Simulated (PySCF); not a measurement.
# LaF3: from structure and modes to constants

Method: PBE0 in PySCF with La def2-TZVP with ECP46, F def2-TZVP; scalar-relativistic core potentials, no spin–orbit coupling; density-fitted integrals.

The singlet minimum has C3v symmetry. Masses (u): La 138.90635, F 18.99840.

```xyz
4
charge 0 multiplicity 1, angstrom
La    0.0000    0.0000   -0.1272
F     2.0877    0.0000    0.3603
F    -1.0439    1.8080    0.3603
F    -1.0439   -1.8080    0.3603
```

Harmonic wavenumbers (cm⁻¹): 68.8 (a1, ×1), 131.7 (e, ×2), 521.9 (e, ×2), 535.1 (a1, ×1).

Find the principal moments of inertia and the rotational constants. What kind of rotor is it?

About the centre of mass I = 133.81, 133.81, 248.42 u Å². With B = 16.8576/I this gives 0.126, 0.126, 0.06786 cm⁻¹. The molecule is an oblate symmetric top.

What is the harmonic zero-point energy?

Half the sum of all 6 wavenumbers, 1911/2 = 956 cm⁻¹, which is 11.4 kJ/mol (1 cm⁻¹ = 0.0119627 kJ/mol).

This need not be the most stable arrangement of these atoms.
